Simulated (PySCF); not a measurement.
## From computed data to an observable: chemical shift, span and skew from a shielding tensor

F₃GeHSe, SMILES [F][Ge]([F])([F])[SeH]. Atoms are numbered in the order given.

```xyz
6

F      1.6191    -1.2672     0.0000
Ge     0.0038    -0.6722     0.0000
F     -0.7859    -1.3767    -1.3601
F     -0.7859    -1.3767     1.3601
Se     0.0266     1.6480     0.0000
H     -1.4514     1.6651     0.0000
```

Coordinates come from a B3LYP-D3(BJ)/def2-SVP optimisation. This is a generated structure with no PubChem entry under its InChIKey; it may be hypothetical. One conformer was computed; it need not be the lowest.

GIAO shieldings from PBE/pcSseg-1 in PySCF, non-relativistic, no solvent. The symmetric part of the tensor of Se5 has the principal values 1625.3, 1925.8, 2275.5 ppm. The same nucleus in Me2Se has σ = 1634.8 ppm at this level (PySCF, at its B3LYP-D3(BJ)/def2-TZVP geometry).

Q: Work out the isotropic shielding, the ⁷⁷Se shift against Me2Se, the span and the skew.

A: 
σ(iso) = (σ11 + σ22 + σ33)/3 = 1942.2 ppm. δ = σ(ref) − σ(iso) = 1634.8 − (1942.2) = -307.4 ppm.
Span Ω = σ33 − σ11 = 650.2 ppm. Skew κ = 3(σ(iso) − σ22)/Ω = 0.08. Tumbling in solution averages the tensor to δ; in a static solid the shielding alone would spread this spin-1/2 line over Ω.
